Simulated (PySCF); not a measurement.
**Continuum solvent and chemical shifts**

Mapped SMILES: `[O:1]=[CH:2][n:3]1[cH:4][cH:5][cH:6][cH:7]1`. Each H is labelled by its parent atom.

GIAO PBE0/pcSseg-1 in PySCF on one PBE0-D3(BJ)/def2-SVP conformer, non-relativistic, equivalent nuclei averaged. Solvents enter as an IEF-PCM continuum (acetone with ε = 20.5, acetonitrile with ε = 35.7) around the gas-phase geometry. Shifts are referred to TMS computed in the same medium.

Gas phase, δ in ppm: C2 160.4, C4/C7 122.4, C5/C6 119.8, H(C2) 8.59, H(C4)/H(C7) 7.23, H(C5)/H(C6) 6.53. Dipole moment 2.40 D.

(1) How does each δ change in the continuum?

(2) Which nuclei move most (in ppm), and what does the model miss?

Answers

(1) 
```tsv
atoms	environment	Δδ, acetone	Δδ, acetonitrile
C2	amide carbonyl carbon	+5.5	+5.7
C4/C7	aromatic CH next to a ring nitrogen	+2.4	+2.4
C5/C6	aromatic CH	+0.9	+0.9
H(C2)	hydrogen on an amide carbonyl carbon	+0.19	+0.19
H(C4)/H(C7)	hydrogen on an aromatic CH next to a ring nitrogen	+0.26	+0.27
H(C5)/H(C6)	hydrogen on an aromatic CH	+0.19	+0.19
```

Changes are relative to the gas phase. The dipole moment becomes 3.10 D in acetone, 3.13 D in acetonitrile.

(2) C2 (amide carbonyl carbon, +5.7 ppm) in acetonitrile. A continuum only polarises the solute; specific hydrogen bonds, the anisotropy of aromatic solvents and changes of geometry or conformer are outside it.
